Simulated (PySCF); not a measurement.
**Does the structure fit the spectrum?**

A compound C5H8FNSi2 gives the data below (simulated from a calculation) and was assigned the structure `C#C[Si@](F)(C#CC)N[SiH3]`.

¹³C{¹H} NMR (computed): δ 152.7 (CH), 151.0 (CH), 122.7 (C), 86.6 (CH), 16.1 (CH).

¹H NMR (400 MHz, computed): δ 7.41 (m, 1H), 7.34 (m, 1H), 5.55 (m, 1H), 4.85 (m, 1H), 4.75 (m, 1H), 4.46 (m, 1H), 4.37 (m, 1H), 2.86 (m, 1H).

Computed data (PySCF 2.14.0 with density-fitted response routines): GFN2-xTB geometry, shielding tensors at PBE0/pcSseg-1 (GIAO). No solvent, non-relativistic Hamiltonian, one conformer.

References, each an isolated molecule treated in the same way: TMS for ¹H (31.72 ppm), ¹³C (186.93 ppm).

**Question.** Compare with the shifts computed for the proposed structure, pairing carbons in order of shift.

**Answer.** Atom-mapped SMILES (the numbers label the heavy atoms): `[CH:1]#[C:2][Si@:3]([F:4])([C:5]#[C:6][CH3:7])[NH:8][SiH3:9]`. Each H is labelled by its parent atom.

| atom | computed for proposal | given list | difference |
| --- | --- | --- | --- |
| C6 | 110.1 | 152.7 | -42.6 |
| C1 | 100.0 | 151.0 | -51.0 |
| C2 | 87.7 | 122.7 | -35.0 |
| C5 | 84.9 | 86.6 | -1.7 |
| C7 | 5.6 | 16.1 | -10.5 |

The rms difference is 33.9 ppm and the largest -51.0 ppm at C1 (terminal alkyne carbon). The carbon types in order of shift don't match either: C, CH, C, C, CH3 for the proposal against CH, CH, C, CH, CH in the data. The proposal doesn't fit.

**Question.** Which isomer fits?

**Answer.** `N#C[C@@H]1[SiH2]C=C[SiH2][C@H]1F`.

Carbon types of the structure: 1 × C, 4 × CH, leaving 4 H on heteroatoms. δC 152.7, 151.0: alkene CH; the olefinic region. δC 122.7: nitrile carbon; C≡N carbons fall here, among the sp2 signals but without a proton. δC 86.6: sp3 CH bonded to F and Si; pulled downfield by the heteroatom. δH 7.41, 7.34: hydrogen on an alkene CH; a vinylic proton, deshielded by the sp2 carbon and the C=C anisotropy.

Other isomers checked: C=C/C([SiH2]F)=C(/[SiH3])C#N (rms 52.2 ppm).

This is the structure that produced the data.

Splittings by ¹⁹F in the carbon and heteronuclear signals aren't shown, as no couplings were computed. Shifts are as computed. Against solution values, carbons near 30 ppm lie about +3 ppm off and those near 130 ppm about +5 ppm. Of 1309 compounds with measured shifts, 239 miss one by over three times the rms of a fit or turn the order of signals round; such compounds aren't used in these exercises. Multiplicities follow the n + 1 count of equivalent neighbours, as no J values were calculated; m marks all less simple cases, F and P coupling included.
